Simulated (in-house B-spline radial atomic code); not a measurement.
Atomic self-consistent-field run: Ru IV (Ru3+). Method: non-relativistic BHandHLYP, spin-polarised, spherical fractional occupations, point nucleus. Calculated with a radial B-spline atomic code at the basis-set limit.

Command:
```bash
python run_scf.py task.json out
```
Settings:
```
Z                44
configuration    [Kr] 4d5
hamiltonian      nr
method           bhandhlyp
spin_polarised   True
```

Output (hartree, bohr):
```
 radial grid: 51 intervals, B-splines of order 8, outer radius 28.1081 bohr

 iter        energy (Eh)    residual
    1       -4432.255210    5.61e-01
    2       -4438.722561    3.15e-01
    3       -4441.613311    8.45e-02
    4       -4441.795840    2.52e-02
    5       -4441.805973    1.19e-02
    6       -4441.808838    1.73e-03
    7       -4441.808864    3.38e-04
    8       -4441.808865    5.42e-05
    9       -4441.808865    3.10e-06
   10       -4441.808865    1.63e-07

 total energy                     -4441.80886
 kinetic                            4440.0812
 electron-nucleus                 -10522.9709
 Hartree                            1771.5234
 exact exchange                      -64.2041
 exchange-correlation                -66.2384

 orbital      occ     eigenvalue          <r>       <r^2>       <1/r>       r_max
 1s up      1.000      -791.1113    0.0346268  0.00160447      43.483     0.02291
 1s down    1.000      -791.1117    0.0346267  0.00160446     43.4831     0.02291
 2s up      1.000      -114.2655     0.150755    0.026717     9.85069      0.1276
 2s down    1.000      -114.2197     0.150732    0.026709      9.8525      0.1276
 2p up      3.000      -105.6715     0.129184   0.0203281      9.8329      0.1004
 2p down    3.000      -105.6311     0.129152   0.0203176     9.83497      0.1003
 3s up      1.000       -21.7395     0.413538    0.195526     3.46132      0.3722
 3s down    1.000       -21.7187     0.413369    0.195285     3.46118      0.3723
 3p up      3.000       -18.3395     0.407323    0.192637     3.36948      0.3595
 3p down    3.000       -18.3140     0.407114     0.19232     3.36916      0.3596
 3d up      5.000       -12.1162     0.382755    0.175044     3.19759      0.3012
 3d down    5.000       -12.0629      0.38316    0.175315     3.19343      0.3017
 4s up      1.000        -4.3377      1.04306     1.22889     1.29611      0.9397
 4s down    1.000        -4.1143      1.03794     1.21824     1.30562       0.934
 4p up      3.000        -3.2809      1.12352     1.43824     1.18913      0.9911
 4p down    3.000        -3.0149      1.12186      1.4373     1.19405      0.9852
 4d up      5.000        -1.5872      1.41071     2.32848    0.928138       1.159
```

Time taken, with all properties: 0.44 s on 1 thread of Arm Neoverse N1, with other jobs on the host.
